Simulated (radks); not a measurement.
Br-, configuration [Kr]. All-electron calculation, scalar-relativistic Kohn-Sham, r2SCAN, spin-unpolarised, spherical densities, finite nucleus; meta-GGA in the generalised Kohn-Sham scheme; Fermi nuclear charge, rms radius 4.1629 fm; Watson sphere of charge +1 and radius 2.9 bohr. Program: a radial shooting solver on a logarithmic mesh with Libxc functionals.

Normalised radial functions P(r) = r R(r), r in bohr:

```
   r/bohr * 2p, o 3s (the largest magnitude, 2.36, reaches the edge; | marks zero, & curves that meet)
 0.002832                             * o
 0.004259                             * o
 0.006405                             |* o
 0.009632                             |*  o
  0.01448                             | *  o
  0.02178                             |    &
  0.03276                             |   o    *
  0.04926                             |o             *
  0.07408                         o   |                     *
   0.1105                    o        |                          *
   0.1662                     o       |                         *
   0.2499                             |  o             *
   0.3758                             |     *        o
   0.5651                             |*              o
   0.8499                             *       o
    1.278                             * o
    1.922                             &
     2.89                             &
    4.346                             &
    6.536                             &
```

2p: eigenvalue -1536.8 eV, 0 radial nodes, <r> = 0.165 bohr, 90 % of the charge inside 0.270 bohr. 3s: eigenvalue -242.35 eV, 2 radial nodes at r = 0.0550, 0.231 bohr, <r> = 0.550 bohr, 90 % of the charge inside 0.819 bohr.
